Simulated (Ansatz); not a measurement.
System: sum formula SiH3S (charge -1, singlet). It need not be the lowest isomer of its formula. Whether it binds its extra electron was not tested at this geometry. 
Geometry from a B3LYP-D3(BJ)/def2-TZVP (Ansatz, a quantum-chemistry and plane-wave program) optimisation:
```xyz
5

Si    -0.8650    -0.3349     0.0643
S      1.0374     0.4016    -0.0771
H     -1.2564    -0.9534     1.3878
H     -1.9917     0.6509    -0.1509
H     -1.2402    -1.4349    -0.9035
```
Charge -1, spin multiplicity 1.

Basis-set convergence of Hartree-Fock and CCSD(T) correlation energies (hartree) with Ansatz. Valence correlation only, unless marked. Spin-orbit coupling is left out. No relativistic terms. This anion needs diffuse functions, which these sets lack.

```json
[
 {"basis": "cc-pV(D+d)Z", "functions": "61", "E(HF)": "-688.26962", "E(corr, CCSD(T))": "-0.28601", "rough core time": "under 20 s"},
 {"basis": "cc-pV(T+d)Z", "functions": "120", "E(HF)": "-688.30205", "E(corr, CCSD(T))": "-0.36691", "rough core time": "under 20 s"},
 {"basis": "cc-pV(Q+d)Z", "functions": "218", "E(HF)": "…", "E(corr, CCSD(T))": "…", "rough core time": "40 s"}
]
```

### Question
Complete the blanks.

### Answer

- cc-pV(Q+d)Z, E(HF): -688.31144
- cc-pV(Q+d)Z, E(corr, CCSD(T)): -0.39359
